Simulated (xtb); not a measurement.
xtb input (GFN1-xTB):

```bash
xtb mol.xyz --gfn 1 --sp --chrg 1 --uhf 0
```
mol.xyz:
```
2

Cl    -0.00000000    -0.00000000    -1.35630350
Ge     0.00000000     0.00000000     0.72053623
```

End of the output:

```
         :::::::::::::::::::::::::::::::::::::::::::::::::::::
         ::                     SUMMARY                     ::
         :::::::::::::::::::::::::::::::::::::::::::::::::::::
         :: total energy              -5.476687931803 Eh    ::
         :: gradient norm              0.013190581594 Eh/a0 ::
         :: HOMO-LUMO gap              3.390416120703 eV    ::
         ::.................................................::
         :: SCC energy                -5.484870735734 Eh    ::
         :: -> electrostatic           0.106918601736 Eh    ::
         :: repulsion energy           0.008597931636 Eh    ::
         :: dispersion energy         -0.000415127705 Eh    ::
         :: halogen bond corr.         0.000000000000 Eh    ::
         :: add. restraining           0.000000000000 Eh    ::
         :: total charge               1.000000000000 e     ::
         :::::::::::::::::::::::::::::::::::::::::::::::::::::

           -------------------------------------------------
          |                Property Printout                |
           -------------------------------------------------

    * Orbital Energies and Occupations

         #    Occupation            Energy/Eh            Energy/eV
      -------------------------------------------------------------
         1        2.0000           -1.1382058             -30.9722
         2        2.0000           -0.7891379             -21.4735
         3        2.0000           -0.6848584             -18.6359
         4        2.0000           -0.6848584             -18.6359
         5        2.0000           -0.6596345             -17.9496 (HOMO)
         6                         -0.5350390             -14.5592 (LUMO)
         7                         -0.5350390             -14.5592
         8                         -0.4041608             -10.9978
         9                         -0.4041608             -10.9978
        10                         -0.3844681             -10.4619
        11                         -0.3336465              -9.0790
        12                         -0.3336465              -9.0790
        13                         -0.2712945              -7.3823
        14                         -0.2712945              -7.3823
        15                         -0.2674963              -7.2789
        16                         -0.2513503              -6.8396
Note: The following floating-point exceptions are signalling: IEEE_UNDERFLOW_FLAG IEEE_DENORMAL
normal termination of xtb
       ...                                ...                  ...
        18                         -0.0861354              -2.3439
      -------------------------------------------------------------
                  HL-Gap            0.1245955 Eh            3.3904 eV
             Fermi-level           -0.5973367 Eh          -16.2544 eV

  Mulliken/CM5 charges         n(s)   n(p)   n(d)
     1Cl    0.20425  0.21958   1.935  4.863 -0.002
     2Ge    0.79575  0.78042   1.874  1.019  0.311

Wiberg/Mayer (AO) data.
largest (>0.10) Wiberg bond orders for each atom

 ---------------------------------------------------------------------------
     #   Z sym  total        # sym  WBO       # sym  WBO       # sym  WBO
 ---------------------------------------------------------------------------
     1  17 Cl   1.907 --     2 Ge   1.907
     2  32 Ge   1.907 --     1 Cl   1.907
 ---------------------------------------------------------------------------

Topologies differ in total number of bonds
Writing topology from bond orders to xtbtopo.mol

 dipole moment from electron density (au)
     X       Y       Z
  -0.0000   0.0000   0.9664  total (Debye):    2.456

           -------------------------------------------------
          | TOTAL ENERGY               -5.476687931803 Eh   |
          | GRADIENT NORM               0.013190581594 Eh/α |
          | HOMO-LUMO GAP               3.390416120703 eV   |
           -------------------------------------------------

------------------------------------------------------------------------
------------------------------------------------------------------------
 total:
 SCF:
```
